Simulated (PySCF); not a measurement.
**Spinor energies of Ta⁺ (tantalum, charge +1)**

Start: [Xe] 4f14 5d4; 5d5/2 filled at m_j = -1/2, +1/2, +3/2, +5/2. Calculated with PySCF 2.14 in x2c-TZVPall-2c with one added diffuse shell each of s, p, d type (12s12p11d2f, 117 functions): generalised Hartree-Fock with the X2C-1e Hamiltonian and a Gaussian nucleus; spin-orbit coupling (SO) screened by Boettger's factors. This is a chosen level, not necessarily the ground level.

```
spinor shell  electrons  ε, screened SO (eV)  weight of nominal j (screened SO)  rms radius, screened SO (bohr)
       1s1/2          2             -67760.5                              1.000                          0.0211
       2s1/2          2             -11782.8                              1.000                          0.0853
       2p1/2          2             -11240.3                              1.000                          0.0726
       2p3/2          4              -9964.5                              1.000                          0.0799
       3s1/2          2              -2763.3                              1.000                           0.218
       3p1/2          2              -2522.5                              1.000                           0.210
       3p3/2          4              -2243.1                              1.000                           0.225
       3d3/2          4              -1841.1                              1.000                           0.199
       3d5/2          6              -1780.7                              1.000                           0.203
       4s1/2          2              -598.42                              1.000                           0.488
       4p1/2          2              -497.87                              1.000                           0.497
       4p3/2          4              -432.85                              1.000                           0.530
       4d3/2          4              -267.10                              1.000                           0.557
       4d5/2          6              -254.80                              1.000                           0.569
       5s1/2          2              -91.519                              1.000                            1.19
       5p1/2          2              -60.247                              0.955                            1.34
       5p3/2          4              -50.347                              0.975                            1.43
       4f5/2          6              -45.997                              0.990                           0.706
       5d5/2          4              -14.041                              0.573                            2.37
```

Where does 4f7/2 lie, and what is the 4f spin-orbit splitting (screened SO)?

At -44.007 eV, 1.990 eV above 4f5/2.

```csv
quantity,screened SO
E (hartree),-15610.04378
M_J,4
⟨J²⟩,20.373
⟨L²⟩,7.456
⟨S²⟩,5.464
```

The determinant has a definite M_J but mixes levels of different J.

Each row is a mean over spinors that exchange with the open shell spreads, by up to 5.562 eV (5p3/2).

Rows whose weight is well below 1 are mixtures of j = l ± 1/2: exchange outweighs spin-orbit coupling there, and the label is only the starting occupation.

Breit and QED terms are absent; they matter most for the inner s and p1/2 levels.

Densities and radii are taken from the X2C orbitals without a picture-change correction, which distorts them close to the nucleus.
